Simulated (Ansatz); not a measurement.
C$_{2}$H$_{6}$Cl$_{2}$Si, SMILES `C[SiH2]C(Cl)Cl`, relaxed with RKS PBE0-D4/def2-TZVP in the Gaussian-basis code of Ansatz from a PBE-D4/def2-SVP geometry. The force threshold is 0.005 eV/Å; the program also tests the step.

Total charge 0; spin multiplicity 1.

Start:

```xyz
11

C     1.229   -0.944    0.285
Si   -0.511   -0.309    0.600
C    -0.880    1.109   -0.647
Cl    0.301    2.449   -0.382
Cl   -0.785    0.455   -2.327
H     1.311   -1.323   -0.753
H     1.488   -1.763    0.985
H     1.960   -0.121    0.416
H    -0.670    0.264    1.982
H    -1.555   -1.371    0.384
H    -1.887    1.555   -0.543
```

**Question.** By how much does the energy fall, and how many steps does the optimiser take? (Best estimate.)

**Answer.** The calculation gave: 5.00 kJ/mol, in 4 steps.

**Question.** Which bonds change most? (Best estimate.)

**Answer.** The calculation gave: C3–Cl4 from 1.805 to 1.778 Å; C3–Cl5 from 1.805 to 1.778 Å; Si2–C3 from 1.924 to 1.903 Å; C1–Si2 from 1.878 to 1.859 Å.

**Question.** Give the relaxed structure. (Estimate.)

**Answer.** The calculation gave: 
```xyz
11

C     1.226   -0.945    0.288
Si   -0.493   -0.301    0.582
C    -0.878    1.103   -0.643
Cl    0.263    2.445   -0.397
Cl   -0.800    0.486   -2.309
H     1.321   -1.334   -0.727
H     1.454   -1.752    0.989
H     1.962   -0.151    0.426
H    -0.652    0.273    1.944
H    -1.528   -1.345    0.365
H    -1.874    1.522   -0.518
```
